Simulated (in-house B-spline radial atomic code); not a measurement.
Atomic self-consistent-field run: Cr⁸⁺. Level of theory: Dirac-Kohn-Sham BP86, spherical fractional occupations, Fermi nucleus of rms radius 3.6452 fm; calculated with a B-spline radial code for spherical atoms.

Command:
```bash
python run_scf.py task.json out
```
Settings (nuclear radius in fm, mass in u):
```
Z                24
configuration    [Ne] 3s2 3p4
hamiltonian      dirac
method           b88,p86
spin_polarised   False
nucleus          fermi
rms_radius       3.6452
atomic_mass      51.9405
speed_of_light   137.035999084
```

Output (hartree, bohr):
```
 radial grid: 64 intervals, B-splines of order 8, outer radius 7.931 bohr

 iter        energy (Eh)    residual
    1       -1023.454797    7.96e-01
    2       -1028.150000    2.29e-01
    3       -1028.489884    8.11e-02
    4       -1028.535784    2.83e-02
    5       -1028.542197    8.74e-03
    6       -1028.542743    1.13e-04
    7       -1028.542743    4.80e-06
    8       -1028.542743    1.10e-08

 total energy                     -1028.54274
 kinetic                            1041.2229
 electron-nucleus                  -2349.2109
 Hartree                             323.0765
 exchange-correlation                -43.6313

 first-order corrections (not in the total)
   Gaunt                             0.3870
   retardation                      -0.0330
   frequency dependence             -0.0008
   self-energy                       0.2588
   Uehling                          -0.0209
   Wichmann-Kroll                    0.0001
   recoil                            0.0086

 orbital      occ     eigenvalue          <r>       <r^2>       <1/r>       r_max    small
 1s1/2      2.000      -222.8844    0.0635426  0.00543014     23.8864      0.0416  7.42e-03
 2s1/2      2.000       -31.1934     0.291895    0.100634     5.08431      0.2432  1.34e-03
 2p1/2      2.000       -27.5121     0.256822   0.0811711     5.02169      0.1959  1.32e-03
 2p3/2      4.000       -27.1923     0.259637   0.0828214      4.9461      0.1982  1.30e-03
 3s1/2      2.000        -8.4583     0.815339      0.7573      1.7473      0.7393  3.52e-04
 3p1/2      1.333        -7.3712     0.825514    0.786635     1.66532       0.738  3.27e-04
 3p3/2      2.667        -7.3195     0.830878    0.796624     1.64992      0.7432  3.24e-04
```

Run time, properties included: 0.76 s on 1 thread of Arm Neoverse V2, with other jobs on the host.

For the Dirac Hamiltonian the kinetic term is c α·p + (β - 1)c².
